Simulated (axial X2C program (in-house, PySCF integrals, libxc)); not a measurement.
Bond lengths and stretching modes, held linear, of SWS⁺

Calculated with an axial X2C code built on PySCF integrals: two-component X2C with atomic mean-field Coulomb and Gaunt terms, Gaussian nuclei, basis S dyall-av3z, W dyall-v3z with contracted cores. Spin-free rows use the one-electron spin-free X2C Hamiltonian.

Masses S 31.972, W 183.951, S 31.972 u. States: spin-free M_S = 3/2, Λ = 3 (beyond evenly filled blocks: σα, π+α, π+β, π-α, δ+α).

TPSSh, spin-free: energies above the lowest point

```
r(S–W) (Å)  r(W–S) (Å)  E (meV)
    2.1440      2.1440    88.33
    2.1440      2.1990    25.29
    2.1440      2.2540    10.12
    2.1990      2.1440    25.29
    2.1990      2.1990     0.00
    2.1990      2.2540    20.24
    2.1990      2.3089    71.59
    2.2540      2.1440    10.12
    2.2540      2.1990    20.24
    2.2540      2.2540    76.57
    2.3089      2.1990    71.59
    2.3089      2.3089   281.37
```

**Question.** Fit a quadratic surface with cubic terms in each bond: where is the minimum, and what are the two stretching wavenumbers?

**Answer.** At TPSSh, spin-free: bonds 2.199 and 2.199 Å; harmonic stretches 200.6 and 477.9 cm⁻¹; force constants 2.43, 2.43 and coupling 1.87 mdyn/Å.

Each state is one determinant, the lowest of a limited PBE0 search; the stretches come from a fit to these few points and carry an uncertainty of a few per cent. Other orders of the atoms were not compared. Left out for rough or failed fits: PBE0 2c, HF 2c, TPSSh 2c, MP2 2c, PBE0 spin-free, HF spin-free, MP2 spin-free. The molecule was held linear; bending was not examined, so a bent shape may lie lower. Note: functional without a current term on a determinant with orbital currents, of the molecule or an atom. Note: several unpaired electrons, one determinant need not be a pure state.
